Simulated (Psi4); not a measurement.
O4Os, triplet, at a GFN2-xTB geometry (such geometries of metal compounds can be far from the true shape) (the multiplicity is a formal guess) (core potentials on Os); BLYP/def2-SVP (Psi4).

Here is a job for Psi4.
```
memory 2 GB

molecule {
0 3
  Os   -0.00000000   -0.00000000   -0.00000000
  O     1.25562739    0.85403793   -0.68566191
  O     0.90693264   -1.04343838    0.92995844
  O    -1.13864707   -1.09252818   -0.53476929
  O    -1.02391295    1.28192863    0.29047276
}

set basis def2-svp
set reference uks

energy('blyp')
print_variables()
```

Task: What does Psi4 print? Leave out banner, timings and long lists.

Result: 
```
   => Loading Basis Set <=

    Name: DEF2-SVP
    Role: ORBITAL
    Keyword: BASIS

    !!!  WARNING: ECP capability is in beta. Please check occupations closely.  !!!

         ---------------------------------------------------------
                                   SCF
               by Justin Turney, Rob Parrish, Andy Simmonett
                          and Daniel G. A. Smith
                              UKS Reference
         ---------------------------------------------------------

  ==> Geometry <==

    Molecular point group: c1
    Full point group: C1

    Geometry (in Angstrom), charge = 0, multiplicity = 3:

       Center              X                  Y                   Z               Mass
    ------------   -----------------  -----------------  -----------------  -----------------
         OS          -0.000000000625     0.000000000000    -0.000000000000   191.961477000000
         O            1.255627389375     0.854037930000    -0.685661910000    15.994914619570
         O            0.906932639375    -1.043438380000     0.929958440000    15.994914619570
         O           -1.138647070625    -1.092528180000    -0.534769290000    15.994914619570
         O           -1.023912950625     1.281928630000     0.290472760000    15.994914619570

  Running in c1 symmetry.

  Rotational constants: A =      0.16644  B =      0.16644  C =      0.11042 [cm^-1]
  Rotational constants: A =   4989.74502  B =   4989.74500  C =   3310.43370 [MHz]
  Nuclear repulsion =  238.371525707115325

  Charge       = 0
  Multiplicity = 3
  Electrons    = 48
  Nalpha       = 25
  Nbeta        = 23

  ==> Algorithm <==

  SCF Algorithm Type is DF.
  DIIS enabled.
  MOM disabled.
  Fractional occupation disabled.
  Guess Type is SAD.
  Energy threshold   = 1.00e-06
  Density threshold  = 1.00e-06
  Integral threshold = 1.00e-12

  ==> Primary Basis <==

  Basis Set: DEF2-SVP
    Blend: DEF2-SVP
    Number of shells: 36
    Number of basis functions: 88
    Number of Cartesian functions: 97
    Spherical Harmonics?: true
    Max angular momentum: 3

  Core potential: DEF2-SVP
    Number of shells: 4
    Number of ECP primitives: 10
    Number of ECP core electrons: 60
    Max angular momentum: 3

  ==> DFT Potential <==

   => LibXC <=

    Version 7.1.2
    S. Lehtola, C. Steigemann, M. J. T. Oliveira, and M. A. L. Marques,  SoftwareX 7, 1–5 (2018) (10.1016/j.softx.2017.11.002)

   => Composite Functional: BLYP <=

    BLYP GGA Exchange-Correlation Functional

    P.J. Stephens et. al., J. Phys. Chem., 98, 11623-11627, 1994
    B. Miehlich et. al., Chem. Phys. Lett., 157(3), 200-206 1989

    Deriv               =              1
    GGA                 =           TRUE
    Meta                =          FALSE

    Exchange Hybrid     =          FALSE
    MP2 Hybrid          =          FALSE

   => Exchange Functionals <=

    1.0000     XC_GGA_X_B88

   => Correlation Functionals <=

    1.0000     XC_GGA_C_LYP

   => LibXC Density Thresholds  <==

    XC_GGA_C_LYP:  1.00E-14
    XC_GGA_X_B88:  1.00E-15

   => Molecular Quadrature <=

    Radial Scheme          =       TREUTLER
    Pruning Scheme         =           NONE
    Nuclear Scheme         =       TREUTLER

    Blocking Scheme        =         OCTREE
    BS radius alpha        =              1
    Pruning alpha          =              1
    Radial Points          =             75
    Spherical Points       =            302
    Total Points           =         109074
    Total Blocks           =            881
    Max Points             =            256
    Max Functions          =             86
    Weights Tolerance      =       1.00E-15

   => Loading Basis Set <=

    Name: (DEF2-SVP AUX)
    Role: JKFIT
    Keyword: DF_BASIS_SCF

  ==> Integral Setup <==

  SCF_SUBTYPE=INCORE selected. In-core MEM_DF algorithm will be used.
  Using in-core AOs.

  ==> MemDFJK: Density-Fitted J/K Matrices <==

    J tasked:                   Yes
    K tasked:                    No
[...]
   @DF-UKS iter   3:  -389.01386714668575   -8.99632e+00   2.63823e-02 DIIS/ADIIS
   @DF-UKS iter   4:  -388.17346947845613    8.40398e-01   2.99653e-02 DIIS/ADIIS
   @DF-UKS iter   5:  -391.00760343253313   -2.83413e+00   7.64705e-03 DIIS/ADIIS
   @DF-UKS iter   6:  -390.35533386726308    6.52270e-01   1.60747e-02 DIIS/ADIIS
   @DF-UKS iter   7:  -390.89833982242197   -5.43006e-01   9.35213e-03 DIIS/ADIIS
   @DF-UKS iter   8:  -391.11909210963739   -2.20752e-01   5.32285e-03 DIIS/ADIIS
   @DF-UKS iter   9:  -391.21042028495981   -9.13282e-02   1.01281e-03 DIIS/ADIIS
   @DF-UKS iter  10:  -391.21314301884627   -2.72273e-03   4.95917e-04 DIIS/ADIIS
   @DF-UKS iter  11:  -391.21389674796063   -7.53729e-04   1.26027e-04 DIIS/ADIIS
   @DF-UKS iter  12:  -391.21392938598257   -3.26380e-05   7.92499e-05 DIIS
   @DF-UKS iter  13:  -391.21394739112304   -1.80051e-05   2.78140e-05 DIIS
   @DF-UKS iter  14:  -391.21394944883502   -2.05771e-06   1.15653e-05 DIIS
   @DF-UKS iter  15:  -391.21394988043301   -4.31598e-07   2.32629e-06 DIIS
   @DF-UKS iter  16:  -391.21394986644475    1.39883e-08   3.51993e-06 DIIS
   @DF-UKS iter  17:  -391.21394989137502   -2.49303e-08   2.18952e-06 DIIS
   @DF-UKS iter  18:  -391.21394990474596   -1.33709e-08   8.68131e-07 DIIS
  Energy and wave function converged.

  ==> Post-Iterations <==

   Electrons on quadrature grid:
      Nalpha   =   25.0000268155 ; deviation = 2.682e-05
      Nbeta    =   23.0000205294 ; deviation = 2.053e-05
      Ntotal   =   48.0000473449 ; deviation = 4.734e-05

   @Spin Contamination Metric:   6.422224091E-03
   @S^2 Expected:                2.000000000E+00
   @S^2 Observed:                2.006422224E+00
   @S   Expected:                1.000000000E+00
   @S   Observed:                1.000000000E+00

    Orbital Energies [Eh]
    ---------------------

    Alpha Occupied:

[...]
      25A     -0.216073

    Alpha Virtual:

[...]
    Beta Occupied:

[...]
    Beta Virtual:

[...]
    Final Occupation by Irrep:
              A
    DOCC [    23 ]
    SOCC [     2 ]
    NA   [    25 ]
    NB   [    23 ]

  @DF-UKS Final Energy:  -391.21394990474596

   => Energetics <=

    Nuclear Repulsion Energy =            238.3715257071153246
    One-Electron Energy =               -1041.2331950989387224
    Two-Electron Energy =                 455.3955664325139878
    DFT Exchange-Correlation Energy =     -43.7478469454365211
    Empirical Dispersion Energy =           0.0000000000000000
    VV10 Nonlocal Energy =                  0.0000000000000000
    Total Energy =                       -391.2139499047459594

  UHF NO Occupations:
  HONO-2 :   23  A 1.9990145
  HONO-1 :   24  A 1.0000000
  HONO-0 :   25  A 1.0000000
  LUNO+0 :   26  A 0.0009855
  LUNO+1 :   27  A 0.0007378
  LUNO+2 :   28  A 0.0007377
  LUNO+3 :   29  A 0.0002191

Computation Completed

Properties will be evaluated at   0.000000,   0.000000,   0.000000 [a0]

Properties computed using the SCF density matrix

 Multipole Moments:

 ------------------------------------------------------------------------------------
     Multipole            Electronic (a.u.)      Nuclear  (a.u.)        Total (a.u.)
 ------------------------------------------------------------------------------------

 L = 1.  Multiply by 2.5417464519 to convert [e a0] to [Debye]
 Dipole X            :         -0.0000415            0.0000001           -0.0000414
 Dipole Y            :          0.0000315            0.0000000            0.0000315
 Dipole Z            :         -0.0000329            0.0000000           -0.0000329
 Magnitude           :                                                    0.0000615

 ------------------------------------------------------------------------------------

  Variable Map:
  ----------------------------------------------------------------------------
[...]
  Array Variable Map:
  ----------------------------------------------------------------------------
[...]
[...]
```
